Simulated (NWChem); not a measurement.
Species: CH5NOSi2; SMILES C1=N[SiH2][SiH2]O1

```xyz
10

C      1.6045    -0.0615     0.0000
N      1.0467    -1.2048     0.0000
Si    -0.7208    -1.1913     0.0000
Si    -0.7325     1.1553     0.0000
O      0.9982     1.1637     0.0000
H      2.6908     0.0558     0.0000
H     -1.2676    -1.8611     1.2085
H     -1.2676    -1.8611    -1.2085
H     -1.1869     1.8881    -1.2096
H     -1.1869     1.8881     1.2096
```
Atoms are numbered in this order, from 1.

Level: B3LYP/6-31G* (spherical d) (NWChem), optimised geometry, unscaled harmonic frequencies. 

```json
[
 {"frequency (cm⁻¹)": "155", "IR intensity (km/mol)": "0.0"},
 {"frequency (cm⁻¹)": "357", "IR intensity (km/mol)": "10.9"},
 {"frequency (cm⁻¹)": "362", "IR intensity (km/mol)": "19.2"},
 {"frequency (cm⁻¹)": "382", "IR intensity (km/mol)": "15.6"},
 {"frequency (cm⁻¹)": "439", "IR intensity (km/mol)": "1.0"},
 {"frequency (cm⁻¹)": "605", "IR intensity (km/mol)": "1.3"},
 {"frequency (cm⁻¹)": "667", "IR intensity (km/mol)": "25.4"},
 {"frequency (cm⁻¹)": "696", "IR intensity (km/mol)": "18.7"},
 {"frequency (cm⁻¹)": "705", "IR intensity (km/mol)": "40.8"},
 {"frequency (cm⁻¹)": "711", "IR intensity (km/mol)": "37.5"},
 {"frequency (cm⁻¹)": "720", "IR intensity (km/mol)": "3.0"},
 {"frequency (cm⁻¹)": "742", "IR intensity (km/mol)": "36.3"},
 {"frequency (cm⁻¹)": "892", "IR intensity (km/mol)": "152.1"},
 {"frequency (cm⁻¹)": "957", "IR intensity (km/mol)": "214.0"},
 {"frequency (cm⁻¹)": "978", "IR intensity (km/mol)": "77.3"},
 {"frequency (cm⁻¹)": "1002", "IR intensity (km/mol)": "3.1"},
 {"frequency (cm⁻¹)": "1144", "IR intensity (km/mol)": "257.4"},
 {"frequency (cm⁻¹)": "1405", "IR intensity (km/mol)": "2.2"},
 {"frequency (cm⁻¹)": "1676", "IR intensity (km/mol)": "302.0"},
 {"frequency (cm⁻¹)": "2251", "IR intensity (km/mol)": "165.0"},
 {"frequency (cm⁻¹)": "2257", "IR intensity (km/mol)": "24.4"},
 {"frequency (cm⁻¹)": "2259", "IR intensity (km/mol)": "68.3"},
 {"frequency (cm⁻¹)": "2268", "IR intensity (km/mol)": "260.7"},
 {"frequency (cm⁻¹)": "3155", "IR intensity (km/mol)": "40.0"}
]
```

```yaml
zero_point_energy: 38.3 kcal/mol
thermal correction to the enthalpy at 298.15 K (with zero-point energy): 42.5 kcal/mol
heat capacity Cv: 21.9 cal/(mol K)
entropy at 298.15 K and 1 atm (symmetry number 1): 75.9 cal/(mol K)
dipole_moment: 1.58 D
```

Rigid rotor and harmonic oscillator.
